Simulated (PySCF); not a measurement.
## Sc: ionisation energy

Sc [Ar] 3d1 4s2 (2D) → Sc⁺ [Ar] 3d1 4s1 (3D), as a difference of total energies. All numbers are calculated (PySCF 2.14, no relativity, point nucleus, in aug-cc-pVTZ (8s7p5d3f2g, 93 functions)). Correlated levels: valence: [Ar] frozen. The calculations carry no spin-orbit coupling.

Q: Order these methods by the ionisation energy they give, lowest first.
A. B3LYP
B. wB97X
C. UHF
D. MP2 (valence)

A: C (5.362 eV), D (6.074 eV), A (6.557 eV), B (6.633 eV).

These non-relativistic numbers lack the scalar-relativistic shift.

Errors of the correlated levels include the incompleteness of this basis and the frozen core.

MP2 underrates the near-degeneracy of ns² with np² in the lower species.

For comparison: 6.562 eV (measured; NIST levels, between the centres of gravity of the two terms).
